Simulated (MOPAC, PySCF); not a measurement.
C2H8Si3, SMILES `C#C[SiH2][SiH2][SiH3]`, neutral singlet in the gas phase. 

Cartesian coordinates (Å):
```xyz
13

C      2.9109     0.2810     0.7000
C      2.1225    -0.1286    -0.1332
Si     0.8654    -0.7361    -1.3128
Si    -1.1791    -0.9073    -0.1698
Si    -1.6821     1.1409     0.8543
H      3.6126     0.6426     1.4256
H      0.7429     0.2436    -2.4364
H      1.3104    -2.0508    -1.8696
H     -2.2585    -1.2800    -1.1422
H     -1.0806    -1.9903     0.8609
H     -1.7400     2.2185    -0.1825
H     -3.0035     1.0808     1.5560
H     -0.6208     1.4856     1.8496
```
Charge 0, spin multiplicity 1.

All levels are single points at this geometry (PBE-D3(BJ)/def2-TZVP); Pople sets use spherical d functions. Orbital energies aren't observables, and empty levels follow the basis.

```tsv
level	HOMO (eV)	LUMO (eV)	gap (eV)	dipole (D)	vertical IE, Delta-SCF (eV)
PBE-D3(BJ)/def2-TZVP in PySCF	-6.67	-1.36	5.31	0.42	9.14
B3LYP/6-31G* in PySCF	-7.30	-0.22	7.08	0.50	9.27
B3LYP/LANL2DZ in PySCF	-7.56	-0.17	7.39	0.28	–
SVWN5/6-31G* in PySCF	-6.52	-1.11	5.41	0.47	–
HF/STO-3G in PySCF	-7.72	9.33	17.06	0.70	–
PM3 in MOPAC	-9.33	-1.64	7.68	0.36	–
```
